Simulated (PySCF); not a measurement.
Partial charges of `FC1=C(C(F)(F)F)CC1`

Compound: C₅H₄F₄.
Cartesian coordinates in Å at the GFN2-xTB level; atoms count from 1:
```xyz
13
C5H4F4 angstrom
F     -0.3053    1.1679    2.1206
C     -0.4518    0.5491    0.9616
C      0.3919    0.0163    0.0786
C      1.8641   -0.1392   -0.0344
F      2.3508    0.4500   -1.1441
F      2.2310   -1.4331   -0.1147
F      2.5234    0.3859    1.0036
C     -0.7303   -0.4087   -0.8431
C     -1.6956    0.2194    0.1995
H     -0.8282   -1.4844   -0.9699
H     -0.7268    0.0781   -1.8155
H     -2.3668   -0.4803    0.6922
H     -2.2608    1.0795   -0.1521
```

Density: PBE0/pcSseg-1 (PySCF); schemes: Mulliken, IAO, Hirshfeld and ESP-fitted. Geometry: GFN2-xTB; no solvent, vibrations or thermal averaging.

**Question.** What partial charge does each atom carry?

**Answer.** In e:

```json
{"atom": "F1", "environment": "vinyl fluorine", "Mulliken": "-0.225", "IAO": "-0.231", "Hirshfeld": "-0.064", "ESP-fitted": "-0.172"}
{"atom": "C2", "environment": "vinylic C–F carbon", "Mulliken": "+0.306", "IAO": "+0.317", "Hirshfeld": "+0.101", "ESP-fitted": "+0.369"}
{"atom": "C3", "environment": "fully substituted alkene carbon", "Mulliken": "-0.488", "IAO": "-0.136", "Hirshfeld": "-0.066", "ESP-fitted": "-0.228"}
{"atom": "C4", "environment": "CF3 carbon", "Mulliken": "+0.947", "IAO": "+0.802", "Hirshfeld": "+0.253", "ESP-fitted": "+0.471"}
{"atom": "F5", "environment": "fluorine of a CF3 group", "Mulliken": "-0.276", "IAO": "-0.285", "Hirshfeld": "-0.105", "ESP-fitted": "-0.168"}
{"atom": "F6", "environment": "fluorine of a CF3 group", "Mulliken": "-0.276", "IAO": "-0.285", "Hirshfeld": "-0.105", "ESP-fitted": "-0.168"}
{"atom": "F7", "environment": "fluorine of a CF3 group", "Mulliken": "-0.263", "IAO": "-0.275", "Hirshfeld": "-0.093", "ESP-fitted": "-0.162"}
{"atom": "C8", "environment": "allylic carbon", "Mulliken": "-0.104", "IAO": "-0.245", "Hirshfeld": "-0.062", "ESP-fitted": "-0.102"}
{"atom": "C9", "environment": "allylic carbon", "Mulliken": "-0.214", "IAO": "-0.283", "Hirshfeld": "-0.066", "ESP-fitted": "-0.309"}
{"atom": "H10", "environment": "methylene hydrogen", "Mulliken": "+0.146", "IAO": "+0.152", "Hirshfeld": "+0.049", "ESP-fitted": "+0.101"}
{"atom": "H11", "environment": "methylene hydrogen", "Mulliken": "+0.146", "IAO": "+0.152", "Hirshfeld": "+0.049", "ESP-fitted": "+0.101"}
{"atom": "H12", "environment": "methylene hydrogen", "Mulliken": "+0.151", "IAO": "+0.158", "Hirshfeld": "+0.055", "ESP-fitted": "+0.133"}
{"atom": "H13", "environment": "methylene hydrogen", "Mulliken": "+0.151", "IAO": "+0.158", "Hirshfeld": "+0.055", "ESP-fitted": "+0.134"}
```

Mean size of the charges over all atoms: Mulliken 0.284 e, IAO 0.268 e, ESP-fitted 0.201 e, Hirshfeld 0.086 e. Each set sums to the total charge, 0, to within 0.001 e. The ESP scheme is a least-squares fit of atom-centred charges to the potential on four shells outside the van der Waals surface, with the total charge fixed. The Mulliken scheme counts on each atom the diagonal of the density matrix times the overlap matrix over that atom's basis functions.

Lowest charge. The schemes don't all agree: Mulliken C3 (-0.488); IAO F5 and F6 (-0.285); Hirshfeld F5 and F6 (-0.105); ESP-fitted C9 (-0.309).

Highest charge. All schemes agree: Mulliken C4 (+0.947); IAO C4 (+0.802); Hirshfeld C4 (+0.253); ESP-fitted C4 (+0.471).

**Question.** Sum the charges by element.

**Answer.** 
```json
{"element": "F", "atoms": "4", "Mulliken": "-1.039", "IAO": "-1.075", "Hirshfeld": "-0.367", "ESP-fitted": "-0.670"}
{"element": "C", "atoms": "5", "Mulliken": "+0.446", "IAO": "+0.455", "Hirshfeld": "+0.160", "ESP-fitted": "+0.201"}
{"element": "H", "atoms": "4", "Mulliken": "+0.593", "IAO": "+0.620", "Hirshfeld": "+0.206", "ESP-fitted": "+0.469"}
```

**Question.** How closely do the schemes follow one another over all atoms?

**Answer.** Correlation coefficient and root-mean-square difference: IAO with Hirshfeld 0.99, 0.215 e; Mulliken with Hirshfeld 0.97, 0.260 e; Mulliken with IAO 0.95, 0.115 e; IAO with ESP-fitted 0.95, 0.121 e; Hirshfeld with ESP-fitted 0.94, 0.138 e; Mulliken with ESP-fitted 0.93, 0.164 e.
